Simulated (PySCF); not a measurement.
Compound: C2H11NOSi2.
Structure used (GFN2-xTB), in Å, numbered top down from 1:
```xyz
17
C2H11NOSi2 angstrom
N     -0.578    1.957    0.357
Si    -1.626    0.669   -0.174
C     -0.877   -0.987    0.375
C      0.326   -1.479   -0.440
Si     1.971   -0.584   -0.080
O      1.910    0.992   -0.430
H     -0.368    2.003    1.343
H     -0.793    2.887    0.029
H     -1.662    0.824   -1.629
H     -2.989    0.774    0.378
H     -0.600   -0.948    1.432
H     -1.673   -1.734    0.306
H      0.466   -2.544   -0.241
H      0.088   -1.404   -1.504
H      2.281   -0.783    1.345
H      3.033   -1.106   -0.934
H      1.086    1.475   -0.244
```

The closed-shell SCF was solved with PySCF and density fitting under several settings on one GFN2-xTB geometry (grid level 2 and gas phase unless stated).

```
                                     settings  basis functions  SCF cycles     E (Eh)  HOMO (eV)  LUMO (eV)  dipole (D)
                          CAM-B3LYP/def2-SVPD              219          12  -791.4579      -9.17       0.77        3.12
BHandHLYP/pcSseg-1, energy threshold 1e-11 Eh              171          11  -791.6968      -9.08       1.29        3.23
```

Task: Estimate the row for these settings: wB97X/pcSseg-1.

Result: 
```tsv
settings	basis functions	SCF cycles	E (Eh)	HOMO (eV)	LUMO (eV)	dipole (D)
wB97X/pcSseg-1	171	13	-791.7638	-10.16	2.54	3.21
```

Task: Over all rows, what range does the HOMO–LUMO gap span?

Result: From 9.94 eV (CAM-B3LYP/def2-SVPD) to 12.70 eV (wB97X/pcSseg-1). The functional of the narrowest has range-separated exact exchange, that of the widest range-separated exact exchange.

Task: And the dipole moment?

Result: From 3.12 D (CAM-B3LYP/def2-SVPD) to 3.23 D (BHandHLYP/pcSseg-1, energy threshold 1e-11 Eh); the largest is 1.04 times the smallest, and the median is 3.21 D.

Cycle counts include a coarse-grid stage where the run had one.

One conformer stands for the species.
